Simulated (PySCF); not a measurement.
C6H6O3 (charge +1 and doublet state).
Numbering: `[CH3:1][O:2][C:3](=[O:4])[C+:5]1[CH:6][CH2:7][C:8]1=[O:9]` (hydrogens: H10, H11, H12 on C1; H13 on C6; H14, H15 on C7)

Geometry (GFN2-xTB, Å), atoms numbered from 1 in this order:
```
atom  x, y, z in Å
C1     2.934   -0.266   -0.224
O2     1.502   -0.385   -0.252
C3     0.808    0.491    0.389
O4     1.134    1.439    1.046
C5    -0.682    0.244    0.261
C6    -1.787    0.851    0.717
C7    -2.689   -0.152    0.048
C8    -1.396   -0.849   -0.484
O9    -1.121   -1.769   -1.147
H10    3.303   -0.354    0.799
H11    3.245    0.693   -0.642
H12    3.301   -1.088   -0.835
H13   -1.985    1.717    1.321
H14   -3.259   -0.798    0.720
H15   -3.312    0.234   -0.761
```

The hyperfine couplings belong to this conformer and change with its torsions.

Theory: UKS B3LYP, pcH-1 on C H O, non-relativistic, mean-field spin-orbit, GIAO (PySCF 2.14.0). Isolated species at its GFN2-xTB geometry (one conformer only). GFN2-xTB frequencies show an imaginary mode (50i cm⁻¹), so this geometry is no minimum at that level. A GFN2-xTB geometry isn't a minimum of the functional, and hyperfine couplings can be far from their values at a DFT geometry, by a factor of two or more for some ions and for spin on atoms past the first row. No stability test was run, so a lower SCF solution isn't excluded.

Task: Match the computed a_iso(17O) values -23.5, -19.5, -10.9 MHz with the sites O2; O4; O9.

Result: 
| site | a_iso (MHz) | ρ(0) (bohr⁻³) | position | distance from O9 (Å) | spin population | largest \|T\| (MHz) |
| --- | --- | --- | --- | --- | --- | --- |
| O2 | -10.9 | +0.0179 | 2 bonds from O4 | 3.10 | +0.01 | 7.0 |
| O4 | -19.5 | +0.0322 | a main spin site | 4.49 | +0.31 | 95.5 |
| O9 | -23.5 | +0.0388 | largest spin population | 0.00 | +0.39 | 117.0 |

Task: Match the computed a_iso(13C) values +78.3, -57.3, -13.5, -10.6, +7.2 MHz with the sites C3; C5; C6; C7; C8.

Result: 
| site | a_iso (MHz) | ρ(0) (bohr⁻³) | position | distance from O9 (Å) | spin population | largest \|T\| (MHz) |
| --- | --- | --- | --- | --- | --- | --- |
| C3 | +7.2 | +0.0064 | 1 bond from O4 | 3.34 | 0.00 | 11.3 |
| C5 | -13.5 | -0.0120 | 2 bonds from O4 | 2.50 | +0.16 | 44.1 |
| C6 | -10.6 | -0.0095 | 3 bonds from O4 | 3.28 | -0.04 | 6.0 |
| C7 | +78.3 | +0.0697 | 2 bonds from O9 | 2.55 | +0.18 | 36.9 |
| C8 | -57.3 | -0.0510 | 1 bond from O9 | 1.17 | -0.01 | 16.7 |

ρ(0) is the spin density at the nucleus and T the dipolar tensor; entries for several nuclei are means. The largest Mulliken spin populations are on O9 (+0.39), O4 (+0.31), C7 (+0.18) and C5 (+0.16). Four atoms exceed +0.15. Main spin sites, with 60 % or more of the largest population: O4, O9; positions count bonds from the nearest.

β density exceeds α density at some nuclei, such as C8 (-0.0510), C5 (-0.0120) and C6 (-0.0095), spin density in bohr⁻³. In a single determinant that takes different orbitals for the two spins, that is spin polarisation.

Means are taken over nuclei equivalent by connectivity, which assumes that they swap fast.

The SMILES `COC(=O)[C+]1[CH]CC1=O` draws the unpaired electron on C6, whose computed spin population is only -0.04.
